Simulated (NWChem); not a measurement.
Species: Si₂H₃Cl₃; SMILES [SiH3][Si](Cl)(Cl)Cl

All runs: NWChem. All runs use the structure optimised with PBE-D3(BJ)/def2-SVP. Level: PBE0/def2-SVP with SMD (1 M gas to 1 M solution), gas-phase geometry. Reactions with the solvent are ignored.

Question: Among these, which solvent gives the lowest value of “dipole in solution (D)”?
(A) cyclohexane
(B) chlorobenzene
(C) methanol
(D) ethyl acetate

Answer: A, cyclohexane. Values: cyclohexane 1.90; chlorobenzene 2.09; ethyl acetate 2.09; methanol 2.18
